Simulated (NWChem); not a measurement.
System: C$_{3}$H$_{4}$O$_{2}$Si; SMILES C1([SiH2]C(C1)=O)=O

NWChem printed, in part:

```
             Northwest Computational Chemistry Package (NWChem) 7.3.0
             --------------------------------------------------------

                             Geometry "geometry" -> ""
                             -------------------------

 Output coordinates in angstroms (scale by  1.889725989 to convert to a.u.)

  No.       Tag          Charge          X              Y              Z
 ---- ---------------- ---------- -------------- -------------- --------------
    1 O                    8.0000     2.36537700     0.00000000    -0.52876600
    2 C                    6.0000     1.18330100     0.00000000    -0.28046800
    3 C                    6.0000     0.00000000     0.00000000    -1.27592700
    4 C                    6.0000    -1.18330100     0.00000000    -0.28046800
    5 O                    8.0000    -2.36537700     0.00000000    -0.52876600
    6 Si                  14.0000     0.00000000     0.00000000     1.32096500
    7 H                    1.0000     0.00000000     0.89215300    -1.94383100
    8 H                    1.0000     0.00000000    -0.89215300    -1.94383100
    9 H                    1.0000     0.00000000    -1.23515100     2.18188400
   10 H                    1.0000     0.00000000     1.23515100     2.18188400

 Effective nuclear repulsion energy (a.u.)     260.7817639063

  xc_inp: hfexch multiplicative factor not found.

                                 NWChem DFT Module
                                 -----------------

 Summary of "ao basis" -> "ao basis" (spherical)
 ------------------------------------------------------------------------------
       Tag                 Description            Shells   Functions and Types
 ---------------- ------------------------------  ------  ---------------------
 O                           6-31g*                  6       14   3s2p1d
 C                           6-31g*                  6       14   3s2p1d
 Si                          6-31g*                  8       18   4s3p1d
 H                           6-31g*                  2        2   2s

            General Information
            -------------------
          SCF calculation type: DFT
          Wavefunction type:  closed shell.
          No. of atoms     :    10
          No. of electrons :    52
           Alpha electrons :    26
            Beta electrons :    26
          Charge           :     0
          Spin multiplicity:     1
          Use of symmetry is: off; symmetry adaption is: off
          Maximum number of iterations: 150
          AO basis - number of functions:    96
                     number of shells:    46
          Convergence on energy requested:  1.00D-06
          Convergence on density requested:  1.00D-05
          Convergence on gradient requested:  5.00D-04

              XC Information
              --------------
                     Hartree-Fock (Exact) Exchange  1.000

      Superposition of Atomic Density Guess
      -------------------------------------

 Sum of atomic energies:        -553.29970459

      Non-variational initial energy
      ------------------------------

 Total energy =    -555.823432
 1-e energy   =   -1279.263375
 2-e energy   =     462.658179
 HOMO         =      -0.238986
 LUMO         =      -0.063336

     ---------------------------------------------
      Total Density - Mulliken Population Analysis
     ---------------------------------------------

    Atom       Charge   Shell Charges
 -----------   ------   -------------------------------------------------------
    1 O    8     8.84   2.00  0.95  3.09  0.95  1.83  0.02
    2 C    6     5.33   2.00  0.70  1.46  0.58  0.52  0.07
    3 C    6     6.57   2.00  0.72  1.97  0.66  1.19  0.03
    4 C    6     5.33   2.00  0.70  1.46  0.58  0.52  0.07
    5 O    8     8.84   2.00  0.95  3.09  0.95  1.83  0.02
    6 Si  14    13.57   2.00  2.00  5.97  1.01  1.65  0.30  0.54  0.10
    7 H    1     0.72   0.43  0.29
    8 H    1     0.72   0.43  0.29
    9 H    1     1.03   0.45  0.58
   10 H    1     1.03   0.45  0.58

[...]

                     NWChem Electrostatic Potential Fit Module
                     -----------------------------------------

 Atom parameters

 Number of atoms is                                   10
 Number of basis functions is                         96

 Grid parameters

 Maximum number of grid points is                  43092
 Number of grid points is                          43091
 Grid range                                     0.300000 nm
 Grid spacing                                   0.020000 nm
 Probe radius                                   0.070000 nm
 Atom radius factor                             1.000000

 Atomic radii

    1    0.100000
    6    0.147000
    8    0.136000
   14    0.187000
 FASTESP  F
  using M.O. file = ./job.movecs

    Atom              Coordinates                           Charge

                                                  ESP

    1 O     0.236538    0.000000   -0.052877   -0.484313
    2 C     0.118330    0.000000   -0.028047    0.345938
    3 C     0.000000    0.000000   -0.127593   -0.055366
    4 C    -0.118330    0.000000   -0.028047    0.343898
    5 O    -0.236538    0.000000   -0.052877   -0.483099
    6 Si    0.000000    0.000000    0.132097    0.326792
    7 H     0.000000    0.089215   -0.194383    0.068442
    8 H     0.000000   -0.089215   -0.194383    0.068438
    9 H     0.000000   -0.123515    0.218188   -0.065434
   10 H     0.000000    0.123515    0.218188   -0.065295
                                            ------------
                                               -0.000000

 Dipole moment                                  0.508474

 Quadrupole moment Qxx                        -32.273603
                   Qyy                         14.395991
                   Qzz                         17.877611

 RMS deviation kJ/mol                           0.049814

 RRMS %                                        17.065764
```

Level: Hartree-Fock/6-31G* (spherical d). Structure relaxed at the PBE-D3(BJ)/def2-SVP level.

Task: Write an input that gives this output.

Result: This is not unique; one that fits is the input that was run:
```
start job
memory heap 200 mb stack 900 mb global 1100 mb
geometry units angstroms noautosym nocenter noautoz
  O      2.365377     0.000000    -0.528766
  C      1.183301     0.000000    -0.280468
  C      0.000000     0.000000    -1.275927
  C     -1.183301     0.000000    -0.280468
  O     -2.365377     0.000000    -0.528766
  Si     0.000000     0.000000     1.320965
  H      0.000000     0.892153    -1.943831
  H      0.000000    -0.892153    -1.943831
  H      0.000000    -1.235151     2.181884
  H      0.000000     1.235151     2.181884
end
basis spherical
  * library 6-31g*
end
dft
  xc hfexch
  iterations 150
  mulliken
end
task dft energy
esp
  recalculate
  probe 0.07
  range 0.3
  factor 1.0
  spacing 0.02
end
task esp
```
